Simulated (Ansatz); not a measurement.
Molecule: C₆H₁₁S (charge 0, doublet). It need not be the lowest isomer of its formula. 
Coordinates optimised at B3LYP-D3(BJ)/def2-TZVP (Ansatz, an electronic-structure program):
```xyz
18

C     -0.1235    -1.8157     0.0531
C      0.9509    -1.2678    -0.9249
C      1.7277    -0.1390    -0.3393
C      1.1992     1.2292    -0.2917
S     -0.2750     1.3685     0.8514
C     -1.4671     0.4242    -0.1508
C     -1.4791    -1.0979     0.0271
H      0.2887    -1.7743     1.0628
H     -0.2985    -2.8720    -0.1662
H      0.4728    -0.9680    -1.8639
H      1.6368    -2.0827    -1.1682
H      2.5074    -0.3962     0.3694
H      1.9224     1.9424     0.1004
H      0.8474     1.5845    -1.2630
H     -2.4496     0.8249     0.1015
H     -1.2802     0.6913    -1.1925
H     -2.0836    -1.5019    -0.7926
H     -2.0121    -1.3426     0.9488
```
Charge 0, spin multiplicity 2.

Parts of the frozen-core correlation energy in 6-31G (Ansatz, hartree). Frozen orbitals: 11; correlated occupied orbitals by spin: 21 and 20; virtual: 57 and 58. UHF or UKS for open shells. Spin-orbit coupling is left out. Non-relativistic.

```csv
term,value
reference (HF),-630.95011
MP2 opposite-spin,[?]
MP2 same-spin,[?]
CCSD correlation,-0.65438
(T),[?]
T1 diagnostic,0.010
largest doubles amplitude,0.029
<S^2> of the reference,0.770
```

**Question.** Complete the blanks.

**Answer.** 
- MP2 opposite-spin, value: -0.44858
- MP2 same-spin, value: -0.12926
- (T), value: -0.01717
